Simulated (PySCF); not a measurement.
Isomers C10H8N2:

A. 3,4'-bipyridine (SMILES c1cncc(-c2ccncc2)c1)
B. SMILES c1c(-c2ccccc2)ccnn1
C. SMILES CCC1=C(C#C)C(C#C)=NN=C1
D. SMILES C=C(C#CC#N)/C=C/CCC#N

Spectrum 1. ¹³C{¹H} NMR (computed): δ 152.2 (CH), 150.8 (C), 149.1 (C), 128.0 (C), 104.2 (CH), 95.9 (CH), 85.2 (C), 82.0 (C), 29.7 (CH2), 18.5 (CH3).

Spectrum 2. ¹³C{¹H} NMR (computed): δ 142.1 (CH2), 141.9 (CH), 140.3 (CH), 132.3 (C), 122.8 (C), 111.4 (C), 83.1 (C), 77.0 (C), 35.1 (CH2), 18.8 (CH2).

Spectrum 3. ¹³C{¹H} NMR (computed): δ 156.6 (CH), 156.0 (CH), 154.7 (CH), 152.6 (C), 141.2 (C), 141.0 (CH), 128.7 (CH), 127.1 (CH).

Spectrum 4. ¹³C{¹H} NMR (computed): δ 155.7 (CH), 154.1 (CH), 143.5 (C), 143.1 (C), 135.3 (CH), 135.2 (CH), 133.8 (CH), 127.5 (CH).

Computational details: GFN2-xTB geometry, PBE0/pcSseg-1 with gauge-including orbitals, in PySCF 2.14 (in vacuum, relativity neglected, rapidly exchanging positions averaged, a single conformation).

References, each an isolated molecule treated in the same way: ¹³C (σref 186.93) against TMS. Shifts are as computed. Against solution values, carbons near 30 ppm lie about +3 ppm off and those near 130 ppm about +5 ppm. Of 1211 compounds with measured shifts, 218 miss one by over three times the rms of a fit or turn the order of signals round; such compounds aren't used in these exercises.

**Question.** Which spectrum belongs to which compound?

**Answer.** 1–C, 2–D, 3–A, 4–B.

- Spectrum 1 (C): 10 ¹³C signals; δC 152.2 is an aromatic CH next to a ring nitrogen; δC 104.2 is a terminal alkyne carbon.
- Spectrum 2 (D): 10 ¹³C signals; δC 142.1 is a terminal =CH2 carbon; δC 141.9 is an alkene CH.
- Spectrum 3 (A): 8 ¹³C signals; δC 156.6 is an aromatic CH next to a ring nitrogen; δC 156.0 is an aromatic CH next to a ring nitrogen.
- Spectrum 4 (B): 8 ¹³C signals; δC 155.7 is an aromatic CH next to a ring nitrogen; δC 154.1 is an aromatic CH next to a ring nitrogen.
